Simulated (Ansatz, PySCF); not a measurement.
Al(Cl)(SeH)2 (AlClH2Se2), SMILES [Cl][Al]([SeH])[SeH]. Atoms are numbered in the order given.

```xyz
6

Al     0.0000     0.0000     0.4160
Cl     0.0000     0.0000     2.5211
Se     2.0578    -0.0613    -0.6389
H      1.4431    -0.0425    -1.9815
Se    -2.0578     0.0613    -0.6389
H     -1.4431     0.0425    -1.9815
```

Geometry optimised at B3LYP-D3(BJ)/def2-SVP. The structure was generated by enumeration; whether it is a known compound was not checked. Other conformers were not sampled.

Two levels are set side by side: PBE-D3(BJ)/def2-SVP (Ansatz, a quantum-chemistry and plane-wave program) and B3LYP-D3(BJ)/def2-SVP (Ansatz). Each level has its own optimised geometry; the coordinates shown are those of the second. Frequencies come from the Hessian of PySCF at each geometry. Differences are taken from unrounded values.

| quantity | B3LYP-D3(BJ) | PBE-D3(BJ) | PBE-D3(BJ) minus B3LYP-D3(BJ) |
|---|---|---|---|
| mean bond length (Å) | 1.937 | 1.946 | 0.009 |
| bond Al1–Cl2 (Å) | 2.105 | 2.114 | 0.008 |
| bond Al1–Se3 (Å) | 2.313 | 2.322 | 0.009 |
| bond Al1–Se5 (Å) | 2.313 | 2.322 | 0.009 |
| bond Se3–H4 (Å) | 1.477 | 1.486 | 0.010 |
| bond Se5–H6 (Å) | 1.477 | 1.486 | 0.010 |
| highest harmonic wavenumber (cm⁻¹) | 2408 | 2357 | -51 |
| mean harmonic wavenumber (cm⁻¹) | 674 | 656 | -18 |
| zero-point energy (kcal/mol) | 11.56 | 11.25 | -0.31 |

GGA bonds tend to be longer and softer than those of functionals with exact exchange. Differences between two approximate levels are no errors against the true value.
